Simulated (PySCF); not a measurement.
# Do core-level shifts follow atomic charges?

Species: C₈H₉Cl.
Atom-mapped SMILES: `[CH:1]#[C:2][C:3]([Cl:4])=[C:5]1[CH2:6][CH2:7][CH2:8][CH2:9]1`

Binding energies: delta-SCF UKS SCAN, pcX-2 on the ionised atom, pcseg-1 elsewhere, spin-free X2C in PySCF 2.14.0. Charges: PBE0/pcSseg-1 ground-state density, for the ionised atom.

```csv
atom,environment,C 1s (eV),Mulliken (e),IAO (e),Hirshfeld (e),ESP (e)
C1,terminal alkyne carbon,290.02,-0.360,-0.222,-0.099,-0.501
C5,fully substituted alkene carbon,290.30,-0.248,+0.035,+0.019,+0.255
C7,ring CH2 carbon,290.66,-0.224,-0.255,-0.065,-0.058
C8,ring CH2 carbon,290.66,-0.222,-0.253,-0.065,-0.075
C6,allylic carbon,290.70,-0.108,-0.270,-0.072,-0.085
C2,alkyne carbon,290.72,+0.493,-0.032,-0.055,+0.221
C9,allylic carbon,290.73,-0.107,-0.265,-0.066,-0.140
C3,vinylic C–Cl carbon,291.88,-0.308,-0.059,0.000,-0.323
```

Problem. How well does each charge scheme correlate with the binding energies over these sites?

Solution. Hirshfeld: r = 0.44, slope 6.0 eV per e; IAO: r = 0.20, slope 0.8 eV per e; Mulliken: r = 0.01, slope 0.0 eV per e; ESP: r = -0.14, slope -0.3 eV per e. On 8 points no scheme stands out.

Problem. The point-charge model writes a binding energy as kq + V + constant, with V the potential of the other atoms' charges at the site. What does it give with the Hirshfeld charges?

Solution. V = Σ 14.40 eV Å × q/r over all other atoms: +0.80 eV at C1, -0.77 eV at C5, +0.69 eV at C7, +0.72 eV at C8, +0.81 eV at C6, -0.44 eV at C2, +0.77 eV at C9, -0.65 eV at C3. Fitting binding energy − V to q gives k = 21.9 eV per e and leaves an rms residual of 0.56 eV, against 0.45 eV for the fit on q alone. The model has no term for differences in relaxation between sites.

The unrestricted hole states depart most from a pure doublet (⟨S²⟩ = 0.75; over 0.85 named) for C 1s of C5 (0.86) and C 1s of C2 (0.91), which makes these values less certain. One conformer (not necessarily the lowest) at the PBE0-D3(BJ)/def2-SVP geometry, without solvent, vibrations or thermal averaging.
